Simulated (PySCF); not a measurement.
Br$_{3}$Ga, charge +1, sextet, at a GFN2-xTB geometry of the parent state (such geometries of metal compounds can be far from the true shape) (a state made from the parent by changing its charge; the spin is typed, not shown lowest); HF/3-21G run with PySCF.

The PySCF input:
```python
from pyscf import gto, scf

mol = gto.M(
    atom='''
Ga    0.00000000    0.00000000   -0.00000000
Br    2.23134831   -0.34155522   -0.68288190
Br   -0.79598335   -1.01028512    1.97677450
Br   -1.43536497    1.35184034   -1.29389260
''',
    basis='3-21g',
    charge=1,
    spin=5,
    verbose=4,
)

mf = scf.ROHF(mol)
mf.kernel()
mf.analyze()
```

Output, abridged:

```
PySCF version 2.14.0

[INPUT] verbose = 4
[INPUT] num. atoms = 4
[INPUT] num. electrons = 135
[INPUT] charge = 1
[INPUT] spin (= nelec alpha-beta = 2S) = 5
[INPUT] symmetry False subgroup None
[INPUT] Mole.unit = angstrom
[INPUT] Symbol           X                Y                Z      unit          X                Y                Z       unit  Magmom
[...]
nuclear repulsion = 1206.4525957808
number of shells = 40
number of NR pGTOs = 216
number of NR cGTOs = 88
basis = 3-21g
ecp = {}

******** <class 'pyscf.scf.rohf.ROHF'> ********
method = ROHF
initial guess = minao
damping factor = 0
level_shift factor = 0
DIIS = <class 'pyscf.scf.diis.CDIIS'>
diis_start_cycle = 1
diis_space = 8
diis_damp = 0
SCF conv_tol = 1e-09
SCF conv_tol_grad = None
SCF max_cycles = 50
direct_scf = True
direct_scf_tol = 1e-13
num. doubly occ = 65  num. singly occ = 5
Set gradient conv threshold to 3.16228e-05
init E= -9584.24514594668
[...]
cycle= 1 E= -9593.35127653174  delta_E= -9.11  |g|= 0.185  |ddm|= 2.41
[...]
cycle= 2 E= -9593.38083095517  delta_E= -0.0296  |g|= 0.0379  |ddm|= 0.486
[...]
cycle= 3 E= -9593.38284820016  delta_E= -0.00202  |g|= 0.00949  |ddm|= 0.136
[...]
cycle= 4 E= -9593.3829956249  delta_E= -0.000147  |g|= 0.00276  |ddm|= 0.0384
[...]
cycle= 5 E= -9593.38300793365  delta_E= -1.23e-05  |g|= 0.000628  |ddm|= 0.0189
[...]
cycle= 6 E= -9593.38300826397  delta_E= -3.3e-07  |g|= 0.00011  |ddm|= 0.00274
[...]
cycle= 7 E= -9593.38300828159  delta_E= -1.76e-08  |g|= 2.14e-05  |ddm|= 0.000654
[...]
cycle= 8 E= -9593.38300828252  delta_E= -9.22e-10  |g|= 5.96e-06  |ddm|= 8.39e-05
[...]
Extra cycle  E= -9593.38300828262  delta_E= -1e-10  |g|= 5.02e-06  |ddm|= 2.23e-05
converged SCF energy = -9593.38300828262
**** SCF Summaries ****
Total Energy =                       -9593.383008282615265
Nuclear Repulsion Energy =            1206.452595780804359
One-electron Energy =               -15765.651105323921001
Two-electron Energy =                 4965.815501260502060
Two-electron Coulomb Energy =         5308.106633588422483
DFT Exchange-Correlation Energy =     -342.291132327920423
HOMO-LUMO gap [eV] =                     5.252350814014092
**** MO energy ****
                Roothaan           | alpha              | beta
[...]
 ** Mulliken pop on meta-lowdin orthogonal AOs  **
 ** Mulliken pop  **
 ** Mulliken atomic charges  **
charge of    0Ga =     -0.28044
charge of    1Br =      0.42681
charge of    2Br =      0.42682
charge of    3Br =      0.42682

WARN: System has nonzero charge 1; the dipole moment is origin-dependent.
Location of origin: [0. 0. 0.]

Dipole moment(X, Y, Z, Debye): -0.00011,  0.00003,  0.00001
```
